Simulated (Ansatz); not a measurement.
Species: tetramethylsilane, C4H12Si, net charge 0, singlet state. 
Structure (B3LYP-D3(BJ)/def2-TZVP (Ansatz, a quantum-chemistry and plane-wave program) minimum search):
```xyz
17

C     -0.4188    -1.2301    -1.3586
Si     0.0000     0.0000     0.0000
C      0.0894     1.7311    -0.7277
C     -1.3311    -0.0542     1.3265
C      1.6605    -0.4469     0.7598
H     -1.3809    -0.9963    -1.8207
H     -0.4780    -2.2479    -0.9658
H      0.3383    -1.2219    -2.1464
H      0.3317     2.4704     0.0395
H     -0.8633     2.0203    -1.1780
H      0.8560     1.7947    -1.5037
H     -2.3102     0.2016     0.9147
H     -1.4073    -1.0501     1.7696
H     -1.1153     0.6517     2.1321
H      1.6402    -1.4501     1.1922
H      2.4565    -0.4241     0.0117
H      1.9323     0.2517     1.5548
```

Basis-set convergence of Hartree-Fock and CCSD(T) correlation energies (hartree) with Ansatz. Correlated levels leave the core frozen unless marked. Spin-orbit coupling is left out. Non-relativistic.

```json
[
 {"basis": "cc-pV(D+d)Z", "functions": "139", "E(HF)": "-447.44632", "E(corr, CCSD(T))": "-0.79056"},
 {"basis": "cc-pV(T+d)Z", "functions": "327", "E(HF)": "-447.51107", "E(corr, CCSD(T))": "-0.94930"},
 {"basis": "cc-pV(Q+d)Z", "functions": "644", "E(HF)": "-447.52445", "E(corr, CCSD(T))": "-0.99608"}
]
```

Extrapolating the two largest sets (X = 3 and 4) as X^-3: E(corr) = (64·(-0.99608) - 27·(-0.94930))/37 = -1.0302 Eh, an estimate of the basis-set limit. The largest set recovers 96.7 % of it, the smallest 76.7 %.
